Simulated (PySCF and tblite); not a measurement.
C4H10O2S, numbered as in [CH3:1][CH2:2][CH2:3][S:4]([CH3:5])(=[O:6])=[O:7].

Free energies: PBE0-D3(BJ)/pcSseg-1 (IEF-PCM, chloroform) on GFN2-xTB structures plus GFN2-xTB thermal terms, symmetry and mirror images included. Conformers within 3 kcal/mol (GFN2-xTB free energy) were kept, 10 at most. GIAO shieldings: PBE0/pcSseg-1 (IEF-PCM, chloroform). Shifts are against TMS (¹H), TMS (¹³C) at the same level. Programs: PySCF with density fitting and tblite.

Torsions listed: C1–C2–C3–S4, C2–C3–S4–O6. Of a mirror pair one member is shown.

```csv
conformer,shape,weight %,dipole D
1,"168°, -177°",52.0,5.76
2,"180°, -65°",33.8,5.45
3,"-74°, -51°",10.1,5.40
4,"-70°, 59°",2.7,5.68
5,"-66°, -146°",1.3,5.57
```

How do the computed shifts compare with measured ones?


```csv
nucleus,signal,leading conformer,average,measured,medium
¹³C,C1,15.2,15.1,13,not stated per compound (mostly CDCl3 or CCl4)
¹³C,C2,22.2,19.8,16.3,not stated per compound (mostly CDCl3 or CCl4)
¹³C,C3,65.6,65.0,56.3,not stated per compound (mostly CDCl3 or CCl4)
```

Measured values: Pretsch, Buehlmann, Badertscher, Structure Determination of Organic Compounds, 4th ed. (2009). Mean difference for ¹³C: 4.77 ppm, scatter 2.84 ppm. The computed shifts are unscaled and lack vibrational corrections.


Conformer gaps in pcSseg-1 on xTB geometries can be 2 kcal/mol off for S=O, P=O and other polar bonds.